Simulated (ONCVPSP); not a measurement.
# Configuration tests for Ir (Z = 77) (ONCV)

ONCVPSP 4.0.1 input, shortened (lines: element, Z, core and valence counts, functional; n l f; lmax; l rc ep ncon nbas qcut; lloc lpopt rc5 dvloc0; l nproj debl; icmod fcfact rcfact), PBEsol, scalar-relativistic:

```
  Ir 77.00   10    4  -116133      upf
    1    0    2.00
    2    0    2.00
    2    1    6.00
    3    0    2.00
    3    1    6.00
    3    2   10.00
    4    0    2.00
    4    1    6.00
    4    2   10.00
    4    3   14.00
    5    0    2.00
    5    1    6.00
    5    2    7.00
    6    0    2.00
    2
    0    1.50    0.00    4    6    9.60
    1    1.20    0.00    4    8    6.10
    2    2.30    0.00    4    8    7.90
    4    5    1.20    0.00
    0    3    1.30
    1    1    1.70
    2    3    3.10
    3    3.00    1.70
```

Energies are relative to the spin-unpolarised reference configuration 5s2 5p6 5d7 6s2; without spin polarisation the order of configurations can differ from experiment.

```csv
valence configuration,charge,ΔE all-electron (eV),error AE − PS (meV)
5s2 5p6 5d7 6s1,+1,9.929,-4.6
5s2 5p6 5d6 6s0,+3,57.999,-17
```

(1) What are ΔE and the potential's error for 5s2 5p6 5d7 6s1 6p1?

(2) What are ΔE and the potential's error for 5s2 5p6 5d7 6s0?

Answers

(1) ΔE = 5.386 eV all-electron; the error (AE − PS) is +62 meV.

(2) ΔE = 27.425 eV all-electron; the error (AE − PS) is -16 meV.
